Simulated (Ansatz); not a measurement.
Basis-set series for `S[SiH2][CH2][GaH2]`. Total charge 0; spin multiplicity 1. Geometry: relaxed with PBE0-D4/def2-TZVP. It is one conformer, not always the lowest.

```tsv
functional	basis	functions	energy (Eh)	HOMO (eV)	LUMO (eV)
PBE0-D4	def2-SVP	117	-2653.81720	-7.17	-1.73
PBE0-D4	def2-QZVPP	496	-2654.42036	-7.31	-1.79
ωB97M-V	def2-SVP	117	-2654.18987	-9.30	-0.01
ωB97M-V	def2-QZVPP	496	-2654.79304	-9.47	-0.23
```

Q: Give the rows for def2-TZVPP. (Best estimate.)

A: Computed: 
```csv
functional,basis,functions,energy (Eh),HOMO (eV),LUMO (eV)
PBE0-D4,def2-TZVPP,261,-2654.35208,-7.29,-1.76
ωB97M-V,def2-TZVPP,261,-2654.72727,-9.45,-0.08
```

Scalar relativity is left out up to krypton.
